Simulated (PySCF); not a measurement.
C2H9NOSi (SMILES CN[SiH2]OC), singlet, at a GFN2-xTB geometry; CASSCF(6,5)/STO-3G in PySCF.

Here is a job for PySCF.
```python
from pyscf import gto, scf, mcscf
import numpy

mol = gto.Mole()
mol.atom = '''
    Si    0.01544862   -0.27049964   -0.48237745
    N    -1.26913165    0.10223560    0.57873133
    C    -2.63873035   -0.19086846    0.25459723
    O     1.26481054    0.38170243    0.32350556
    C     2.60135553    0.28783423   -0.04091933
    H     0.11411559   -1.73037044   -0.59305393
    H    -0.05369882    0.29550987   -1.84271638
    H    -1.17601125    0.91693895    1.16623558
    H    -3.10639712    0.58871050   -0.35836616
    H    -2.67039112   -1.12173202   -0.30632170
    H    -3.22839377   -0.31189436    1.16553224
    H     3.19524687    0.83340063    0.69374332
    H     2.77059072    0.72032817   -1.03064794
    H     2.92834451   -0.75495953   -0.06235215
'''
mol.basis = 'sto-3g'
mol.verbose = 4
mol.build()

mf = scf.RHF(mol)
mf.kernel()
mc = mcscf.CASSCF(mf, 5, 6)
mc.fix_spin_(ss=0.0)
mc.kernel()
occ = numpy.linalg.eigvalsh(mc.fcisolver.make_rdm1(mc.ci, mc.ncas, mc.nelecas))[::-1]
ss = mc.fcisolver.spin_square(mc.ci, mc.ncas, mc.nelecas)[0]
print('natural occupations', occ.round(4), ' <S^2>', round(ss, 4))
```

It wrote (shortened):

```
PySCF version 2.14.0

[INPUT] verbose = 4
[INPUT] num. atoms = 14
[INPUT] num. electrons = 50
[INPUT] charge = 0
[INPUT] spin (= nelec alpha-beta = 2S) = 0
[INPUT] symmetry False subgroup None
[INPUT] Mole.unit = angstrom
[INPUT] Symbol           X                Y                Z      unit          X                Y                Z       unit  Magmom
[INPUT]  1 Si     0.015448620000  -0.270499640000  -0.482377450000 AA    0.029193660802  -0.511170236393  -0.911561269166 Bohr   0.0
[INPUT]  2 N     -1.269131650000   0.102235600000   0.578731330000 AA   -2.398311234517   0.193197284181   1.093643713405 Bohr   0.0
[INPUT]  3 C     -2.638730350000  -0.190868460000   0.254597230000 AA   -4.986477678078  -0.360689115218   0.481119036773 Bohr   0.0
[INPUT]  4 O      1.264810540000   0.381702430000   0.323505560000 AA    2.390145520063   0.721313053781   0.611336908174 Bohr   0.0
[INPUT]  5 C      2.601355530000   0.287834230000  -0.040919330000 AA    4.915849504323   0.543927863975  -0.077326326901 Bohr   0.0
[INPUT]  6 H      0.114115590000  -1.730370440000  -0.593053930000 AA    0.215647211643  -3.269926225643  -1.120709504797 Bohr   0.0
[INPUT]  7 H     -0.053698820000   0.295509870000  -1.842716380000 AA   -0.101476063012   0.558432721406  -3.482229283450 Bohr   0.0
[INPUT]  8 H     -1.176011250000   0.916938950000   1.166235580000 AA   -2.222339181907   1.732763488446   2.203865842923 Bohr   0.0
[INPUT]  9 H     -3.106397120000   0.588710500000  -0.358366160000 AA   -5.870239790938   1.112501611656  -0.677213894712 Bohr   0.0
[INPUT] 10 H     -2.670391120000  -1.121732020000  -0.306321700000 AA   -5.046307862271  -2.119766302955  -0.578864119011 Bohr   0.0
[INPUT] 11 H     -3.228393770000  -0.311894360000   1.165532240000 AA   -6.100780047552  -0.589394920197   2.202536722951 Bohr   0.0
[INPUT] 12 H      3.195246870000   0.833400630000   0.693743320000 AA    6.038141484674   1.574898942740   1.310984875546 Bohr   0.0
[INPUT] 13 H      2.770590720000   0.720328170000  -1.030647940000 AA    5.235657664062   1.361222961109  -1.947642337447 Bohr   0.0
[INPUT] 14 H      2.928344510000  -0.754959530000  -0.062352150000 AA    5.533769122274  -1.426666746830  -0.117828486778 Bohr   0.0

nuclear repulsion = 248.998299541561
number of shells = 26
number of NR pGTOs = 114
number of NR cGTOs = 38
basis = sto-3g
ecp = {}

******** <class 'pyscf.scf.hf.RHF'> ********
method = RHF
initial guess = minao
damping factor = 0
level_shift factor = 0
DIIS = <class 'pyscf.scf.diis.CDIIS'>
diis_start_cycle = 1
diis_space = 8
diis_damp = 0
SCF conv_tol = 1e-09
SCF conv_tol_grad = None
SCF max_cycles = 50
direct_scf = True
direct_scf_tol = 1e-13
Set gradient conv threshold to 3.16228e-05
Initial guess from minao.
init E= -493.850739595455
  HOMO = -0.230734984658542  LUMO = 0.275562584449554  gap/eV = 13.77706
cycle= 1 E= -493.16310021571  delta_E= 0.688  |g|= 0.518  |ddm|= 4.34
  HOMO = -0.196760423821425  LUMO = 0.502515047066796  gap/eV = 19.02825
cycle= 2 E= -493.252162348281  delta_E= -0.0891  |g|= 0.153  |ddm|= 0.898
  HOMO = -0.276623547791855  LUMO = 0.492358321579096  gap/eV = 20.92506
cycle= 3 E= -493.259721815753  delta_E= -0.00756  |g|= 0.0271  |ddm|= 0.231
  HOMO = -0.279090588919012  LUMO = 0.491457165300791  gap/eV = 20.96767
cycle= 4 E= -493.260148064  delta_E= -0.000426  |g|= 0.00305  |ddm|= 0.0682
  HOMO = -0.278507249646467  LUMO = 0.49153695499836  gap/eV = 20.95397
cycle= 5 E= -493.260154354074  delta_E= -6.29e-06  |g|= 0.000677  |ddm|= 0.00906
  HOMO = -0.278979641333352  LUMO = 0.491402061277995  gap/eV = 20.96315
cycle= 6 E= -493.260154632655  delta_E= -2.79e-07  |g|= 0.000132  |ddm|= 0.00192
  HOMO = -0.278953270175468  LUMO = 0.491416944102642  gap/eV = 20.96284
cycle= 7 E= -493.260154645074  delta_E= -1.24e-08  |g|= 3.64e-05  |ddm|= 0.000407
  HOMO = -0.278955671925474  LUMO = 0.491416873180253  gap/eV = 20.96290
cycle= 8 E= -493.260154646205  delta_E= -1.13e-09  |g|= 7.56e-06  |ddm|= 0.000139
  HOMO = -0.278956089434117  LUMO = 0.491416519381173  gap/eV = 20.96291
cycle= 9 E= -493.260154646248  delta_E= -4.27e-11  |g|= 1.47e-06  |ddm|= 2.46e-05
  HOMO = -0.278956001388146  LUMO = 0.491416585774345  gap/eV = 20.96291
Extra cycle  E= -493.26015464625  delta_E= -2.05e-12  |g|= 6.05e-07  |ddm|= 3.13e-06
converged SCF energy = -493.26015464625

******** <class 'pyscf.mcscf.mc1step.CASSCF'> ********
CAS (3e+3e, 5o), ncore = 22, nvir = 11
max_cycle_macro = 50
max_cycle_micro = 4
conv_tol = 1e-07
conv_tol_grad = None
orbital rotation max_stepsize = 0.02
orbital rotation threshold for CI restart = 0.01
augmented hessian ah_max_cycle = 30
augmented hessian ah_conv_tol = 1e-12
augmented hessian ah_linear dependence = 1e-14
augmented hessian ah_level shift = 1e-08
augmented hessian ah_start_tol = 2.5
augmented hessian ah_start_cycle = 3
augmented hessian ah_grad_trust_region = 3
kf_trust_region = 3
kf_interval = 4
ci_response_space = 4
ci_grad_trust_region = 3
with_dep4 0
natorb = False
canonicalization = True
sorting_mo_energy = False
ao2mo_level = 2
internal_rotation = False
******** <class 'pyscf.fci.addons.SpinPenaltyFCISolver'> ********
max. cycles = 50
conv_tol = 1e-08
davidson only = True
linear dependence = 1e-12
level shift = 0.001
max iter space = 12
nroots = 1
pspace_size = 400
spin = None
CASCI E = -493.263270213180  S^2 = 0.0000000
Set conv_tol_grad to 0.000316228
macro iter   1 ( 21 JK    4 micro), CASSCF E = -493.269627452198  dE = -6.35723902e-03  S^2 = 0.0000000
               |grad[o]|=0.0074  |grad[c]|=0.0644  |ddm|=0.0323  |maxRot[o]|=0.311
macro iter   2 ( 21 JK    4 micro), CASSCF E = -493.275971472001  dE = -6.34401980e-03  S^2 = 0.0000000
               |grad[o]|=0.0111  |grad[c]|=0.0322  |ddm|=0.0536  |maxRot[o]|=0.287
macro iter   3 ( 21 JK    4 micro), CASSCF E = -493.282878102052  dE = -6.90663005e-03  S^2 = 0.0000000
               |grad[o]|=0.0136  |grad[c]|=0.0104  |ddm|=0.00929  |maxRot[o]|=0.228
macro iter   4 ( 21 JK    4 micro), CASSCF E = -493.285899209599  dE = -3.02110755e-03  S^2 = 0.0000000
               |grad[o]|=0.0131  |grad[c]|=0.00786  |ddm|=0.00583  |maxRot[o]|=0.131
macro iter   5 ( 21 JK    4 micro), CASSCF E = -493.286870104516  dE = -9.70894917e-04  S^2 = 0.0000000
               |grad[o]|=0.00995  |grad[c]|=0.00741  |ddm|=0.00325  |maxRot[o]|=0.0757
macro iter   6 ( 21 JK    4 micro), CASSCF E = -493.287753208540  dE = -8.83104024e-04  S^2 = 0.0000000
               |grad[o]|=0.00757  |grad[c]|=0.00677  |ddm|=0.0022  |maxRot[o]|=0.0487
macro iter   7 (  7 JK    2 micro), CASSCF E = -493.288761981864  dE = -1.00877332e-03  S^2 = 0.0000000
               |grad[o]|=0.00619  |grad[c]|=0.00133  |ddm|=0.00229  |maxRot[o]|=0.0695
macro iter   8 (  7 JK    2 micro), CASSCF E = -493.289424019511  dE = -6.62037647e-04  S^2 = 0.0000000
               |grad[o]|=0.00456  |grad[c]|=0.00407  |ddm|=0.00164  |maxRot[o]|=0.0697
macro iter   9 (  7 JK    2 micro), CASSCF E = -493.289847215276  dE = -4.23195765e-04  S^2 = 0.0000000
               |grad[o]|=0.00338  |grad[c]|=0.00734  |ddm|=0.00166  |maxRot[o]|=0.0698
macro iter  10 (  7 JK    2 micro), CASSCF E = -493.290091227907  dE = -2.44012631e-04  S^2 = 0.0000000
               |grad[o]|=0.00239  |grad[c]|=0.00906  |ddm|=0.00188  |maxRot[o]|=0.0698
macro iter  11 ( 16 JK    4 micro), CASSCF E = -493.290150293756  dE = -5.90658489e-05  S^2 = 0.0000000
               |grad[o]|=0.00139  |grad[c]|=0.0167  |ddm|=0.00294  |maxRot[o]|=0.0523
macro iter  12 ( 11 JK    3 micro), CASSCF E = -493.290131723108  dE =  1.85706481e-05  S^2 = 0.0000000
               |grad[o]|=0.000857  |grad[c]|=0.0118  |ddm|=0.00446  |maxRot[o]|=0.0923
macro iter  13 ( 21 JK    4 micro), CASSCF E = -493.290156109023  dE = -2.43859153e-05  S^2 = 0.0000000
               |grad[o]|=0.00155  |grad[c]|=0.0125  |ddm|=0.00212  |maxRot[o]|=0.0941
macro iter  14 ( 20 JK    4 micro), CASSCF E = -493.290161638936  dE = -5.52991253e-06  S^2 = 0.0000000
               |grad[o]|=0.00089  |grad[c]|=0.00114  |ddm|=0.000307  |maxRot[o]|=0.0476
macro iter  15 (  6 JK    2 micro), CASSCF E = -493.290177710714  dE = -1.60717782e-05  S^2 = 0.0000000
               |grad[o]|=0.000365  |grad[c]|=0.00424  |ddm|=0.00134  |maxRot[o]|=0.0337
macro iter  16 (  9 JK    2 micro), CASSCF E = -493.290177164965  dE =  5.45748719e-07  S^2 = 0.0000000
               |grad[o]|=0.000168  |grad[c]|=0.000242  |ddm|=5.71e-05  |maxRot[o]|=0.00443
macro iter  17 (  6 JK    1 micro), CASSCF E = -493.290178106014  dE = -9.41048995e-07  S^2 = 0.0000000
               |grad[o]|=8.16e-05  |grad[c]|=0.000341  |ddm|=0.000189  |maxRot[o]|=0.0105
macro iter  18 (  3 JK    1 micro), CASSCF E = -493.290178110451  dE = -4.43674253e-09  S^2 = 0.0000000
               |grad[o]|=3.3e-05  |grad[c]|=3.3e-05  |ddm|=2.69e-05  |maxRot[o]|=0.000392
1-step CASSCF converged in  18 macro (246 JK  53 micro) steps
CASSCF canonicalization
Density matrix diagonal elements [1.98230864 1.99536984 1.97925567 0.01894348 0.02412236]
CASSCF energy = -493.290178110451
CASCI E = -493.290178110451  E(CI) = -9.34909425183713  S^2 = 0.0000000
natural occupations [1.9978 1.9842 1.9755 0.0266 0.0158]  <S^2> 0.0
```
